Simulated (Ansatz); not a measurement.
C₆H₁₂N₂O (relaxed from a model of 1-ethyl-3-methylimidazolium hydroxide, whose bonding it doesn't keep). Charge 0, multiplicity 1. Geometry PBE0-D4/def2-SVP; atoms count from 1.

```xyz
21

C    -1.4170    2.0819    0.7066
C    -0.6543    1.1049    1.5930
N    -0.2206   -0.1046    0.9341
C    -1.1300   -1.0431    0.4311
C    -0.5641   -1.6969   -0.5974
N     0.7332   -1.2070   -0.7922
C     1.3609   -1.2022   -2.0825
C     0.9089   -0.0356    0.0358
H    -1.7220    2.9714    1.2786
H    -2.3229    1.6130    0.2924
H    -0.8023    2.4253   -0.1398
H     0.2451    1.5832    2.0125
H    -1.2758    0.8171    2.4575
H    -2.0679   -1.2478    0.9442
H    -0.9216   -2.5712   -1.1380
H     2.4310   -0.9779   -1.9646
H     0.9226   -0.4543   -2.7767
H     1.2744   -2.1952   -2.5475
H     0.9102    0.9002   -0.5764
O     2.1370    0.0156    0.6875
H     2.1751   -0.7767    1.2417
```

Estimate the Mulliken populations from the PBE0/def2-TZVP orbitals of Ansatz.


```tsv
atom	charge (e)
C1	-0.37
C2	-0.17
N3	-0.06
C4	-0.16
C5	-0.15
N6	-0.06
C7	-0.32
C8	0.12
H9	0.12
H10	0.12
H11	0.12
H12	0.13
H13	0.12
H14	0.13
H15	0.13
H16	0.15
H17	0.10
H18	0.13
H19	0.03
O20	-0.41
H21	0.29
```
Mulliken values depend strongly on the basis.

And the Mayer bond orders between heavy atoms (over 0.3)?

C1–C2 1.00 (1.52 Å); C2–N3 0.97 (1.44 Å); N3–C4 1.06 (1.40 Å); N3–C8 1.02 (1.44 Å); C4–C5 1.81 (1.34 Å); C5–N6 1.06 (1.40 Å); N6–C7 0.97 (1.43 Å); N6–C8 1.02 (1.45 Å); C8–O20 1.12 (1.39 Å).
